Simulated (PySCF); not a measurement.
Sn(CF3)(H)3 (CH3F3Sn), SMILES F[C](F)(F)[SnH3]. Atoms are numbered in the order given.

```xyz
8

Sn     0.0000     0.0000    -0.9890
C      0.0000     0.0000     1.2260
F     -1.0847     0.6262     1.7252
F      1.0847     0.6262     1.7252
F      0.0000    -1.2524     1.7252
H     -1.4165    -0.8178    -1.4954
H      1.4165    -0.8178    -1.4954
H      0.0000     1.6356    -1.4954
```
Charge 0, spin multiplicity 1.

The structure is a stationary point at B3LYP-D3(BJ)/def2-SVP. The structure was generated by enumeration; whether it is a known compound was not checked. The def2 effective core potentials stand for the cores of Sn; spin–orbit coupling is left out.

All values below come from B3LYP-D3(BJ)/def2-SVP (PySCF).

Frequencies are harmonic and unscaled.

Modes within 1.5 cm⁻¹ of each other (mostly degenerate sets) share a row, with their intensities summed.

```json
[
 {"mode": "1", "ν (cm⁻¹)": "80", "IR (km/mol)": "0.0", "Raman (Å⁴/amu)": "0.0", "depolarisation": "–", "moving atoms (share of kinetic energy)": "H 92 %, F 8 %"},
 {"mode": "2–3", "ν (cm⁻¹)": "178", "IR (km/mol)": "2.5", "Raman (Å⁴/amu)": "0.1", "depolarisation": "–", "moving atoms (share of kinetic energy)": "F 79 %, H 10 %, C 8 %"},
 {"mode": "4", "ν (cm⁻¹)": "253", "IR (km/mol)": "13.4", "Raman (Å⁴/amu)": "5.6", "depolarisation": "0.23", "moving atoms (share of kinetic energy)": "F 58 %, Sn 35 %"},
 {"mode": "5–6", "ν (cm⁻¹)": "442", "IR (km/mol)": "71.4", "Raman (Å⁴/amu)": "25.0", "depolarisation": "0.75", "moving atoms (share of kinetic energy)": "H 74 %, F 23 %"},
 {"mode": "7–8", "ν (cm⁻¹)": "533", "IR (km/mol)": "13.7", "Raman (Å⁴/amu)": "7.2", "depolarisation": "0.75", "moving atoms (share of kinetic energy)": "F 79 %, H 13 %"},
 {"mode": "9", "ν (cm⁻¹)": "671", "IR (km/mol)": "203.8", "Raman (Å⁴/amu)": "17.7", "depolarisation": "0.68", "moving atoms (share of kinetic energy)": "H 98 %"},
 {"mode": "10–11", "ν (cm⁻¹)": "712", "IR (km/mol)": "94.0", "Raman (Å⁴/amu)": "68.4", "depolarisation": "0.75", "moving atoms (share of kinetic energy)": "H 99 %"},
 {"mode": "12", "ν (cm⁻¹)": "725", "IR (km/mol)": "7.7", "Raman (Å⁴/amu)": "5.1", "depolarisation": "0.01", "moving atoms (share of kinetic energy)": "F 86 %, C 14 %"},
 {"mode": "13–14", "ν (cm⁻¹)": "1147", "IR (km/mol)": "414.2", "Raman (Å⁴/amu)": "2.5", "depolarisation": "0.75", "moving atoms (share of kinetic energy)": "C 73 %, F 27 %"},
 {"mode": "15", "ν (cm⁻¹)": "1167", "IR (km/mol)": "296.9", "Raman (Å⁴/amu)": "16.0", "depolarisation": "0.25", "moving atoms (share of kinetic energy)": "C 74 %, F 26 %"},
 {"mode": "16", "ν (cm⁻¹)": "1923", "IR (km/mol)": "38.2", "Raman (Å⁴/amu)": "325.8", "depolarisation": "0.03", "moving atoms (share of kinetic energy)": "H 100 %"},
 {"mode": "17–18", "ν (cm⁻¹)": "1939", "IR (km/mol)": "325.1", "Raman (Å⁴/amu)": "206.9", "depolarisation": "0.75", "moving atoms (share of kinetic energy)": "H 99 %"}
]
```
